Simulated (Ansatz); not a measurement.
HBCl, SMILES `[BH-]Cl` (lower singlet) (charge -1, multiplicity 1). This singlet lies 0.54 eV below the relaxed triplet at the level composite: frozen-core CCSD(T) with HF/aug-cc-pVQZ and the correlation energy extrapolated as X^-3 from aug-cc-pVTZ and aug-cc-pVQZ, plus CCSDT(Q) minus CCSD(T) in aug-cc-pVDZ // B3LYP-D3(BJ)/def2-TZVPD (Ansatz, a program for electronic structure).

Cartesian coordinates (Å):
SMILES: [BH-]Cl
```xyz
3

B     -0.3557     0.6130     0.0000
Cl     1.3972    -0.1999     0.0000
H     -1.0415    -0.4131     0.0000
```
Charge -1, spin multiplicity 1.

Frozen-core energies in aug-cc-pVTZ from Ansatz at a geometry from B3LYP-D3(BJ)/def2-TZVPD; the HF reference has <S^2> = 0.00 (restricted, and unstable towards unrestricted orbitals) and the T1 diagnostic is 0.013.

```json
[
 {"level": "HF", "energy (Ha)": "-484.74023", "difference from CCSDT(Q) (mHa)": "352.49"},
 {"level": "MP2", "energy (Ha)": "-485.04531", "difference from CCSDT(Q) (mHa)": "47.41"},
 {"level": "CCSD", "energy (Ha)": "-485.07530", "difference from CCSDT(Q) (mHa)": "17.42"},
 {"level": "CCSD(T)", "energy (Ha)": "-485.09083", "difference from CCSDT(Q) (mHa)": "1.89"},
 {"level": "CCSDT", "energy (Ha)": "-485.09188", "difference from CCSDT(Q) (mHa)": "0.84"},
 {"level": "CCSDT(Q)", "energy (Ha)": "-485.09272", "difference from CCSDT(Q) (mHa)": "0.00"}
]
```
